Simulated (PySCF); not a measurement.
A search over the determinants of MgPb⁺

Unrestricted PBE0; Mg def2-SVPD, Pb def2-SVPD with ECP60; scalar-relativistic core potentials (PySCF 2.14). Outer shells of the fragments: Mg 3s2; Pb+ 5d10 6s2 6p1.

Followed along the bond (rough minima from three points):

```tsv
2Ms+1	unpaired	⟨S²⟩ at the start	R at minimum (Å)	Te (eV)
2	π ↑	0.77	3.02	0.00
2	σ ↑	0.75	3.35	0.79
4	σ ↑, π ↑↑	3.75	2.79	1.52
```

Solutions found at the starting distance of 2.850 Å, counted from the lowest of them; the search is not exhaustive and high or unbound solutions are not listed, so other states can lie among these:

```tsv
2Ms+1	unpaired	term	E (eV)	⟨S²⟩	⟨Lz²⟩	μ (D)
2	π ↑	²Π	0.00	0.77	1.00	-7.19
2	σ ↑	²Σ⁺	1.05	0.75	0.00	-2.88
4	σ ↑, π ↑↑	⁴Σ⁻	1.49	3.75	0.00	-9.28
4	σ ↑↑, π ↑	⁴Π	1.75	3.75	1.00	-4.93
2	σ ↓, π ↑↑	mixed	1.95	1.75	0.00	-9.39
2	σ ↑, π ↑↓	mixed	1.97	1.75	2.01	-9.16
2	σ ↑	mixed	2.59	0.81	2.00	-8.69
4	σ ↑, π ↑↑	mixed	4.00	3.75	2.01	-4.83
2	π ↑	²Π	5.50	0.84	1.00	-10.29
4	σ ↑, π ↑, δ ↑	mixed	7.66	3.75	5.00	-9.10
```

A term symbol is given only where ⟨S²⟩ and ⟨Lz²⟩ are close to those of a pure state; real π, δ and φ orbitals otherwise mix terms. A positive dipole points towards Pb; it is taken about the centre of mass and depends on that origin.

**Question.** Compare the gap between the two lowest followed solutions at the starting distance with the gap between their minima.

**Answer.** At PBE0 the second solution (doublet, unpaired electrons σ ↑) lies +1.05 eV from the first (doublet, unpaired electrons π ↑) at 2.850 Å and +0.79 eV at the minima; the two curves relax by different amounts, since their minima lie near 3.35 and 3.02 Å.

These are scalar-relativistic numbers at best; spin–orbit coupling would shift them, the dissociation energy most. Counting both spins, an empty level lies below a filled one in some of these solutions, because spin and occupation are held.
